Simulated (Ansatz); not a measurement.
Consider the redistribution: `NCB(O)Cl` + `[CH3][Sc]([F])[F]` → `CB(O)CN` + `[F][Sc]([F])[Cl]`.

Gas-phase electronic energies from Ansatz, PBE0-D4/def2-TZVP geometries. CCSD(T)/CBS adds triple-zeta CCSD(T) − MP2 to the extrapolated MP2 energy (def2 sets, frozen cores). Functionals use def2-TZVPP. B3LYP here is the variant with VWN-RPA as its local correlation; programs differ in this. For Sc outer-core shells are correlated without core-valence functions, which leaves a few kJ/mol of doubt a bond. Scalar relativity is left out up to krypton. One conformer a species, not always the lowest.

```
             level  ΔE (kJ/mol)
          B3LYP-D4       -150.0
            r2SCAN       -151.5
             B3LYP       -150.6
    MP2/def2-TZVPP       -148.4
   CCSD/def2-TZVPP       -150.1
     HF/def2-QZVPP       -163.3
SCS-MP2/def2-QZVPP       -147.9
    CCSD/CBS(def2)       -146.1
```

What does CCSD(T)/CBS give? (Best estimate.)

Ansatz gave: -145.0 kJ/mol. The listed levels differ from it by -5.0, -6.5, -5.6, -3.4, -5.1, -18.3, -2.9, -1.1 kJ/mol.

Largest T1 diagnostic among the species: 0.016.

In def2-TZVPP, CCSD(T) changes the Hartree–Fock value by +13.7 kJ/mol (the triples alone add +1.1 kJ/mol) and MP2 by +14.3 kJ/mol.
